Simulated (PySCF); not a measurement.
**Dipole moment and polarisability of SnHMe2(NMeEt)**

Species: SnHMe2(NMeEt), C5H15NSn.
Geometry (PBE0-D3(BJ)/def2-SVP, Å), atoms numbered from 1 in this order:
```xyz
22
C5H15NSn angstrom
Sn     0.9335    0.8186    0.5820
H      1.1438    0.7069    2.2865
C      2.7964    0.9721   -0.4765
H      2.6190    1.1875   -1.5398
H      3.3512    0.0276   -0.3886
H      3.4036    1.7842   -0.0513
C     -0.3505    2.4798    0.0805
H      0.1734    3.4313    0.2543
H     -1.2617    2.4585    0.6948
H     -0.6368    2.4224   -0.9796
N      0.1324   -0.9943    0.0512
C      0.0638   -1.3424   -1.3425
C     -0.8845   -1.5904    0.8831
C     -2.3084   -1.0755    0.6798
H      0.0477   -2.4437   -1.4667
H     -0.8222   -0.9501   -1.8881
H      0.9560   -0.9789   -1.8787
H     -0.8768   -2.6877    0.7174
H     -0.6011   -1.4497    1.9417
H     -3.0210   -1.6133    1.3252
H     -2.3803   -0.0021    0.9201
H     -2.6413   -1.2058   -0.3617
```

Level: CAM-B3LYP/def2-SVPD (PySCF), static field, nuclei fixed, core orbitals frozen in the response. The polarisability tensor in these axes (au):

```
x   116.50   5.33  -4.90
y     5.33 114.40   0.61
z    -4.90   0.61 103.25
```

Problem. What are the eigenvalues, a third of the trace, and Δα (Δα² = ½Σ(αi − αj)² over the three pairs)?

Solution. Principal values 101.21, 111.38 and 121.56 au; mean 111.38 au = 16.51 Å³ = 18.36 × 10⁻⁴⁰ C²·m²/J; Δα = 17.62 au (16 % of the mean).

Problem. What is the dipole moment, and where does it point?

Solution. (0.00, 0.78, -0.42) D, 0.89 D in size, pointing from the negative to the positive side. Measured along this direction, the outermost atoms are H18 at the negative end and H8 at the positive end.

Problem. In a dilute gas of rigid molecules at 298 K, how does the orientational term μ²/3kT compare with the electronic polarisability?

Solution. In Gaussian units μ²/3kT = 6.39 Å³ against 16.51 Å³, a ratio of 0.39; the Debye molar polarisation (4π/3)N_A(α + μ²/3kT) is 57.7 cm³/mol, leaving out the vibrational part.

Problem. What molar refraction does this α imply?

Solution. Lorentz–Lorenz: R = (4π/3)N_A α = 2.5225 cm³/(mol·Å³) × 16.51 Å³ = 41.6 cm³/mol, in the limit of long wavelengths.

Problem. Give the principal axes and the span of the nuclei along them.

Solution. Largest value along (0.79, 0.58, -0.19), where the nuclei span 7.33 Å; middle along (-0.49, 0.80, 0.36), 5.31 Å; least along (0.36, -0.19, 0.91), 4.21 Å. The response follows the extents in order.

Problem. Find the Langevin capture rate constant for NH4+ (18.034 u) meeting this molecule (209.023 u), k = 2.342 × 10⁻⁹ cm³/s × √(α in Å³ / reduced mass in u).

Solution. The reduced mass is 16.60 u, so k = 2.34 × 10⁻⁹ cm³/s. The formula leaves out the permanent dipole, which adds to the capture rate.

The structure is a single PBE0-D3(BJ)/def2-SVP conformer in the gas phase; no vibrational or solvent corrections. Atoms past krypton carry effective core potentials; spin–orbit coupling is left out.
